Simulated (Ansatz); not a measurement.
`NBO[SiH3]` + `C=C[SiH2]S` → `[SiH3]OBS` + `C=C[SiH2]N`  (redistribution)

Isolated molecules relaxed with PBE0-D4/def2-TZVP in Ansatz; ΔE leaves out vibrations. CCSD(T)/CBS is the MP2 limit (def2-TZVPP, def2-QZVPP) plus CCSD(T) − MP2 in def2-TZVPP, frozen cores. DFT in def2-TZVPP. B3LYP here is the variant with VWN-RPA as its local correlation; programs differ in this. HSE06 is defined as in plane-wave codes. One conformer a species, not always the lowest.

`NBO[SiH3]`:

Z-matrix (Å, degrees):
```
Si
O 1 1.641
H 1 1.487 2 110.8
H 1 1.485 2 108.9 3 120.6
H 1 1.485 2 108.9 3 -120.6
B 2 1.370 1 132.6 3 0.2
N 6 1.395 2 119.4 1 179.9
H 6 1.202 2 120.9 1 -0.1
H 7 1.003 6 122.6 2 -180.0
H 7 1.006 6 122.7 2 0.0
```

`C=C[SiH2]S`:

Cartesian coordinates in Å:
```
C 0.489 1.140 1.241
C -0.133 0.015 0.895
Si -0.700 -0.300 -0.842
S 0.207 -2.051 -1.676
H 0.683 1.929 0.518
H 0.830 1.326 2.255
H -0.298 -0.747 1.653
H -0.393 0.913 -1.646
H -2.151 -0.606 -0.911
H 1.465 -1.618 -1.487
```

`[SiH3]OBS`:

Z-matrix (Å, degrees):
```
Si
O 1 1.646
H 1 1.481 2 108.1
H 1 1.488 2 111.3 3 120.2
H 1 1.481 2 107.9 3 -119.6
B 2 1.348 1 142.0 3 -116.4
S 6 1.807 2 125.7 1 -0.2
H 6 1.196 2 119.3 1 179.8
H 7 1.345 6 98.4 2 -0.1
```

`C=C[SiH2]N`:

Z-matrix (Å, degrees):
```
Si
C 1 1.865
N 1 1.715 2 114.9
H 1 1.488 2 108.4 3 -120.8
H 1 1.488 2 108.4 3 120.8
C 2 1.330 1 123.1 3 0.1
H 2 1.091 1 118.8 3 -179.9
H 3 1.006 1 121.5 2 75.9
H 3 1.006 1 121.5 2 -76.3
H 6 1.087 2 122.6 1 180.0
H 6 1.087 2 121.2 1 -0.0
```

```
             level  ΔE (kJ/mol)  difference from CCSD(T)/CBS
       LDA (SPW92)         65.5                          3.4
            PBE-D4         64.4                          2.3
           BLYP-D4         60.4                         -1.7
         r2SCAN-D4         63.8                          1.7
            B97M-V         62.5                          0.4
           PBE0-D4         65.7                          3.6
          B3LYP-D4         62.3                          0.2
        r2SCANh-D4         64.4                          2.3
        r2SCAN0-D4         65.1                          3.0
          HSE06-D4         66.0                          3.9
          BHLYP-D4         63.5                          1.4
      CAM-B3LYP-D4         63.3                          1.2
           ωB97X-V         63.2                          1.1
           ωB97M-V         64.4                          2.3
            B2PLYP         63.9                          1.8
               PBE         66.3                          4.2
            revPBE         67.0                          4.9
              BLYP         64.9                          2.8
            r2SCAN         64.2                          2.1
              PBE0         67.3                          5.2
             B3LYP         65.5                          3.4
           r2SCAN0         65.5                          3.4
             HSE06         67.4                          5.3
             BHLYP         65.6                          3.5
         CAM-B3LYP         64.9                          2.8
           LC-ωPBE         66.1                          4.0
RPA@PBE/def2-TZVPP         60.4                         -1.7
       HF/def2-SVP         72.2                         10.1
      MP2/def2-SVP         69.3                          7.2
     CCSD/def2-SVP         69.2                          7.1
  CCSD(T)/def2-SVP         68.5                          6.4
     HF/def2-TZVPP         66.2                          4.1
    MP2/def2-TZVPP         62.7                          0.6
SCS-MP2/def2-TZVPP         62.4                          0.3
   CCSD/def2-TZVPP         62.9                          0.8
CCSD(T)/def2-TZVPP         62.0                         -0.1
     HF/def2-QZVPP         65.9                          3.8
SCS-MP2/def2-QZVPP         62.6                          0.5
      HF/CBS(def2)         65.9                          3.8
    CCSD/CBS(def2)         63.0                          0.9
       CCSD(T)/CBS         62.1                            0
```

Largest T1 diagnostic among the species: 0.013.

The D4 term adds −3.2 kJ/mol with B3LYP and −1.6 kJ/mol with PBE0; it sums over pairs of atoms, weighted by their polarisabilities, and B3LYP, whose exchange is more repulsive, gets the larger term. At CCSD(T), def2-SVP lies +6.3 kJ/mol from the extrapolated value and def2-TZVPP −0.2 kJ/mol. In def2-TZVPP, CCSD(T) changes the Hartree–Fock value by −4.2 kJ/mol (the triples alone add −0.9 kJ/mol) and MP2 by −3.5 kJ/mol.
